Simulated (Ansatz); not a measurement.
Reaction (substitution at a C–O bond): `C=N/C([SiH3])=C\O` + HCl → `C=N/C([SiH3])=C\Cl` + H₂O

Gas-phase electronic energies from Ansatz, PBE0-D4/def2-TZVP geometries. CCSD(T)/CBS is the MP2 limit (def2-TZVPP, def2-QZVPP) plus CCSD(T) − MP2 in def2-TZVPP, frozen cores. This one scheme is used for every species. Double bonds are as drawn, so ΔE can hold a change between cis and trans. DFT in def2-TZVPP. B3LYP here is the variant with VWN-RPA as its local correlation; programs differ in this. One conformer a species, not always the lowest.

| level | ΔE (kJ/mol) |
| --- | --- |
| PBE0-D4 | -9.4 |
| ωB97X-V | -5.9 |
| ωB97M-V | -7.8 |
| PBE | -7.4 |
| B3LYP | -4.7 |
| CCSD/def2-TZVPP | -8.2 |
| CCSD(T)/def2-TZVPP | -10.4 |
| MP2/CBS(def2) | -23.5 |

Q: What does CCSD(T)/CBS give? (Estimate.)

A: Computed: -15.6 kJ/mol. The listed levels differ from it by 6.2, 9.7, 7.8, 8.2, 10.9, 7.4, 5.2, -7.9 kJ/mol.

Largest T1 diagnostic among the species: 0.013.

In def2-TZVPP, CCSD(T) changes the Hartree–Fock value by −11.2 kJ/mol (the triples alone add −2.2 kJ/mol) and MP2 by −19.1 kJ/mol. The D4 term adds −4.5 kJ/mol with B3LYP and −2.4 kJ/mol with PBE0; it sums over pairs of atoms, weighted by their polarisabilities, and B3LYP, whose exchange is more repulsive, gets the larger term.
